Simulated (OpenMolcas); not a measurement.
# S IV: the spin-orbit constant, worked from levels

```json
{
 "Program": "OpenMolcas 26.06",
 "Basis": "ANO-R1 [4s3p1d]",
 "Scalar Hamiltonian": "X2C, finite nucleus",
 "Active space": "3 electrons in 4 orbitals (3s 3p)",
 "State averaging": "2S+1 = 4 odd, 1 root; 2S+1 = 2 odd, 11 roots; 2S+1 = 4 even, 3 roots; 2S+1 = 2 even, 9 roots",
 "Spin-orbit coupling": "state interaction with AMFI integrals over the reference wave functions, term energies averaged over their components"
}
```

Methods: CASSCF; MS-CASPT2, IPEA 0.25 Eh, imaginary shift 0.1 Eh (closed shells correlated: 2s 2p). Measured levels: NIST levels in Podobedova, Kelleher and Wiese, J. Phys. Chem. Ref. Data 38, 171 (2009).

**The spin-orbit constant.** For the Hund term 2P* of p1, E(J) = (A/2) J(J+1) + constant and ζ = 2S·A = A. From J = 1/2 to J = 3/2 the energy changes by 1.5 A.

```csv
Source,E(3/2) - E(1/2),A,ζ
CASSCF,899.6,599.7,600
MS-CASPT2,902.8,601.9,602
measured,951.4,634.3,634
```

All in cm-1. MS-CASPT2 is off by -5.1 % and CASSCF by -5.4 %. Both methods take the spin-orbit matrix elements from the reference wave functions, so the second can move ζ only through the term energies and any multistate remixing.

Over all roots computed the reference weight is 0.89 to 0.99 in MS-CASPT2; the roots of lowest weight are the least certain, and an intruder state may touch them. The basis is small and was not contracted for so high a charge. Computed and measured levels are paired by configuration, term and J; levels that our copy of the source lacks, or whose pairing is in doubt (as where it misses far off the trend of its configuration), stay unpaired and out of the deviations. Levels of configurations outside the active space are missing.

* marks odd parity.
